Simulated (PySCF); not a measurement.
Potential energy of HoN along the bond

Set-up: PySCF, spin-free X2C with a Gaussian nucleus, basis sets Ho x2c-SVPall, N x2c-SVPall. Energies in eV from Ho (4f11 6s2) + N in their ground configurations at the same level. State: septet, about 10.1 electrons in the 4f shell (Mulliken), real f orbitals that mix terms.

```tsv
R (Å)	PBE0	PBE	r²SCAN
1.558	-1.171	-1.693	-1.636
1.630	-1.871	-2.408	-2.312
1.702	-2.284	-2.817	-2.696
1.757	-2.441	-2.974	-2.839
1.811	-2.489	-3.033	-2.884
1.865	-2.446	-3.018	-2.851
1.938	-2.275	-2.916	-2.732
2.028	-1.926	-2.715	-2.530
2.137	-1.378	-2.435	-2.303
2.282	-0.569	-2.145	-1.910
```

Task: Put a parabola through the three lowest points of the PBE0 curve and estimate Re, k and ωe (reduced mass 12.91 u; 1 eV/Å² = 0.16022 mdyn/Å; ωe = 1302.8·√(k/μ) cm⁻¹).

Result: Through R = 1.757, 1.811, 1.865 Å the second-order coefficient is 15.6 eV/Å², so Re ≈ 1.812 Å, k ≈ 5.00 mdyn/Å and ωe ≈ 811 cm⁻¹. A polynomial fit of higher order to the unrounded PBE0 energies gives Re = 1.811 Å, k = 4.94 mdyn/Å, ωe = 806 cm⁻¹; anharmonicity and rounding make the difference.

The higher-order fit for each curve: PBE0: Re = 1.811 Å, ωe = 806 cm⁻¹, De = 2.49 eV; PBE: Re = 1.825 Å, ωe = 701 cm⁻¹, De = 3.04 eV. R²SCAN gives no reliable minimum on this grid.

These are scalar-relativistic numbers at best; spin–orbit coupling would shift them, the dissociation energy most. Counting both spins, an empty level lies below a filled one in some of these solutions, because spin and occupation are held. The state is the lowest single determinant that the PBE0 search found; with open d or f shells the true ground state can be another one.
